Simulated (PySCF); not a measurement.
Molecule: SMILES C[Si](O)(O)O, CH₆O₃Si.

Molfile (atoms numbered from 1):
```
CH6O3Si
     RDKit          3D

 11 10  0  0  0  0  0  0  0  0999 V2000
    1.4558   -0.2286   -0.1812 C   0  0  0  0  0  0  0  0  0  0  0  0
   -0.3643    0.0929   -0.0527 Si  0  0  0  0  0  4  0  0  0  0  0  0
   -1.2712   -0.7374   -1.1634 O   0  0  0  0  0  0  0  0  0  0  0  0
   -0.5553    1.7162   -0.3133 O   0  0  0  0  0  0  0  0  0  0  0  0
   -0.9906   -0.4031    1.4088 O   0  0  0  0  0  0  0  0  0  0  0  0
    1.8116    0.0013   -1.1968 H   0  0  0  0  0  0  0  0  0  0  0  0
    2.0220    0.4040    0.5199 H   0  0  0  0  0  0  0  0  0  0  0  0
    1.6899   -1.2814    0.0359 H   0  0  0  0  0  0  0  0  0  0  0  0
   -1.7980   -1.4503   -0.7909 H   0  0  0  0  0  0  0  0  0  0  0  0
   -1.4541    1.9924   -0.5169 H   0  0  0  0  0  0  0  0  0  0  0  0
   -0.5349   -0.1008    2.1988 H   0  0  0  0  0  0  0  0  0  0  0  0
  1  2  1  0
  2  3  1  0
  2  4  1  0
  2  5  1  0
  1  6  1  0
  1  7  1  0
  1  8  1  0
  3  9  1  0
  4 10  1  0
  5 11  1  0
M  END
```

Geometry PBE0-D3(BJ)/def2-SVP throughout; GIAO in PySCF 2.14.0 with density-fitted response routines, gas phase, one conformer, non-relativistic; equivalent atoms averaged; basis pcSseg-2.

Problem. How do the shifts δ (against TMS, H2O at the same level) depend on the functional? (ppm; last column core-seconds on shared hosts with different chips, so compare them loosely; the GGAs took longer than the global hybrids here, which isn't the general rule, and the cause wasn't traced)

Solution. 
```tsv
functional	kind	C1	Si2	O3/O4/O5	H9/H10/H11	H6/H7/H8	core-s
HF	Hartree–Fock	-4.2	-36.0	41.1	1.95	0.18	19
LDA	LDA	-6.3	-24.7	81.5	1.68	0.15	35
PBE	GGA	-5.8	-27.7	70.6	1.41	0.14	43
BLYP	GGA	-6.0	-36.0	68.6	1.39	0.15	43
BP86	GGA	-5.5	-29.0	68.8	1.41	0.14	43
OPBE	GGA	-5.0	-23.0	63.5	1.37	0.12	44
KT2	GGA	-5.6	-24.0	68.3	1.43	0.15	46
KT3	GGA	-5.3	-28.4	61.5	1.34	0.14	46
B97-D	GGA	-5.5	-34.4	61.6	1.40	0.13	43
B3LYP	global hybrid	-5.5	-34.9	62.7	1.53	0.16	33
PBE0	global hybrid	-5.2	-27.3	62.4	1.55	0.15	25
mPW1PW91	global hybrid	-5.0	-28.5	61.2	1.55	0.15	31
WP04	global hybrid	-4.4	-46.2	47.1	1.58	0.19	32
B97-2	global hybrid	-5.0	-30.4	58.0	1.50	0.14	30
BHandHLYP	global hybrid	-5.0	-34.8	54.8	1.71	0.17	28
CAM-B3LYP	range-separated hybrid	-5.0	-30.6	63.1	1.66	0.18	38
wB97X-D	range-separated hybrid	-4.8	-27.7	58.9	1.58	0.15	37
LC-wPBE	range-separated hybrid	-3.8	-19.0	59.8	1.67	0.19	45
```

Problem. Which nucleus moves most, in ppm?

Solution. O3/O4/O5 (oxygen bonded to Si, H): from 41.1 ppm with HF to 81.5 ppm with LDA. The smallest spread is 0.07 ppm, at H6/H7/H8. Proton shifts span only some 12 ppm, so a few tenths of a ppm matter as much there as several ppm in carbon.
